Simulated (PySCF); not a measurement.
C3H7FOSi, SMILES C/C([SiH2]O)=C\F.

Coordinates come from a PBE-D3(BJ)/def2-SVP optimisation. The structure was generated by enumeration; whether it is a known compound was not checked. The values are those of a single conformer.

Calculation: PBE-D3(BJ)/def2-SVP (PySCF 2.14.0).

Frequencies are harmonic and unscaled.

| mode | ν (cm⁻¹) | IR (km/mol) | moving atoms (share of kinetic energy) |
|---|---|---|---|
| 1 | 66 | 3.9 | H 32 %, O 27 %, C 22 %, Si 19 % |
| 2 | 107 | 0.8 | H 98 % |
| 3 | 133 | 2.0 | O 44 %, F 24 %, C 20 %, H 11 % |
| 4 | 186 | 14.4 | C 42 %, H 33 %, F 22 % |
| 5 | 239 | 3.7 | C 41 %, H 26 %, F 26 % |
| 6 | 254 | 76.1 | H 81 %, C 13 % |
| 7 | 318 | 14.7 | C 41 %, O 30 %, Si 15 %, H 12 % |
| 8 | 430 | 3.8 | C 52 %, H 37 % |
| 9 | 441 | 40.6 | Si 46 %, F 32 %, C 12 % |
| 10 | 600 | 76.8 | H 73 %, Si 16 %, C 9 % |
| 11 | 699 | 26.5 | H 94 % |
| 12 | 746 | 6.2 | C 59 %, H 25 % |
| 13 | 806 | 75.7 | O 50 %, H 32 %, Si 15 % |
| 14 | 861 | 4.2 | H 67 %, C 31 % |
| 15 | 868 | 191.7 | H 88 % |
| 16 | 893 | 121.9 | H 66 %, Si 20 %, O 10 % |
| 17 | 926 | 103.5 | H 83 %, Si 11 % |
| 18 | 949 | 14.9 | H 49 %, C 45 % |
| 19 | 1005 | 1.8 | H 69 %, C 31 % |
| 20 | 1109 | 59.0 | C 57 %, F 24 %, H 17 % |
| 21 | 1149 | 104.1 | C 61 %, H 27 %, F 11 % |
| 22 | 1304 | 0.6 | H 85 %, C 14 % |
| 23 | 1342 | 1.6 | H 70 %, C 30 % |
| 24 | 1405 | 1.8 | H 95 % |
| 25 | 1409 | 11.2 | H 97 % |
| 26 | 1663 | 135.6 | C 94 % |
| 27 | 2125 | 142.7 | H 97 % |
| 28 | 2182 | 111.5 | H 97 % |
| 29 | 2960 | 20.1 | H 97 % |
| 30 | 3028 | 9.0 | H 91 %, C 9 % |
| 31 | 3074 | 5.6 | H 91 %, C 9 % |
| 32 | 3115 | 3.8 | H 91 %, C 9 % |
| 33 | 3765 | 72.0 | H 94 % |
